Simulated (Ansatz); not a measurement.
Relaxation of C2H11BOSi2 (17 atoms, charge 0, multiplicity 1), to a largest force component of 0.015 eV/Å in at most 40 steps.

The calculation used RKS PBE/STO-3G (Ansatz 0.2.0).

```xyz
17
Properties=species:S:1:pos:R:3
B -1.574 -0.754 0.937
Si -0.048 -0.458 -0.176
O 1.063 -1.721 0.120
C 0.856 -2.812 -0.686
Si 0.890 1.499 0.319
C -0.342 2.889 0.023
H -1.907 0.119 1.714
H -2.231 -1.672 0.803
H -0.430 -0.416 -1.552
H 0.890 -2.569 -1.738
H 1.493 -3.637 -0.443
H -0.217 -3.209 -0.448
H 1.224 1.534 1.740
H 2.054 1.727 -0.482
H -0.640 2.850 -1.041
H 0.127 3.885 0.292
H -1.227 2.744 0.658
```

Question: Where does it end, and by what steps?

Answer: The forces met the threshold. Limits of this set-up: minimal basis. After 16 steps the energy has fallen by 0.827 eV; H7 moved furthest, 1.15 Å.

| step | energy less start (eV) | largest force component (eV/Å) | accepted |
| --- | --- | --- | --- |
| 0 | 0.0000 | 4.434 | yes |
| 1 | -0.5462 | 1.473 | yes |
| 2 | -0.6843 | 0.742 | yes |
| 3 | -0.7167 | 0.482 | yes |
| 4 | -0.7403 | 0.200 | yes |
| 5 | -0.7468 | 0.117 | yes |
| 6 | -0.7576 | 0.201 | yes |
| 7 | -0.7676 | 0.305 | yes |
| 8 | -0.7762 | 0.416 | yes |
| 9 | -0.8037 | 0.140 | yes |
| 10 | -0.8149 | 0.208 | yes |
| 11 | -0.8173 | 0.293 | yes |
| 12 | -0.8248 | 0.064 | yes |
| 13 | -0.8267 | 0.044 | yes |
| 14 | -0.8272 | 0.030 | yes |
| 15 | -0.8272 | 0.039 | yes |
| 16 | -0.8273 | 0.006 | yes |

```xyz
17
Properties=species:S:1:pos:R:3
B -1.608 -0.832 0.860
Si -0.048 -0.434 -0.249
O 1.253 -1.615 -0.169
C 0.751 -2.888 -0.698
Si 0.887 1.537 0.404
C -0.272 2.989 0.076
H -2.564 -0.139 0.805
H -1.629 -1.704 1.655
H -0.486 -0.297 -1.647
H 0.429 -2.835 -1.772
H 1.585 -3.625 -0.636
H -0.113 -3.310 -0.119
H 1.208 1.503 1.825
H 2.134 1.754 -0.319
H -0.525 3.070 -0.994
H 0.198 3.939 0.381
H -1.217 2.888 0.637
```

Whether the end is a true minimum wasn't checked by a vibrational analysis.

The run took 2.1 min on 1 thread of Arm Neoverse N1, on a shared host, peak memory 0.16 GiB.
